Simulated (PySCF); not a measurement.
**Electron correlation in Se²⁺ (selenium, charge +2)**

[Ar] 3d10 4s2 4p2, high-spin 3P determinant. Computed with PySCF 2.14 in cc-pVTZ-PP with ECP10MDF, with a scalar-relativistic core potential. Frozen: 3s2 3p6 3d10; 4 electrons correlated.

MP2 pair energies summed by pair of shells (mhartree):

| pair | energy | share (%) |
| --- | --- | --- |
| 4s-4p | -35.70 | 62.6 |
| 4s-4s | -15.65 | 27.5 |
| 4p-4p | -5.63 | 9.9 |

Total MP2 correlation energy: -56.99 mhartree.

Same-spin part -9.32 and opposite-spin part -47.67 mhartree; SCS-MP2 scales them by 1/3 and 6/5 to -60.31 mhartree.

| level | correlation energy (mhartree) |
| --- | --- |
| CCSD | -72.94 |
| (T) | -1.49 |
| CCSD(T) | -74.43 |

Diagnostics: T1 = 0.0064, D1 = 0.0169, largest double amplitude 0.092.

Cost of the coupled-cluster step: 0.35 s of wall time on 1 thread of Neoverse-V1 (shared host), for 4 correlated electrons.
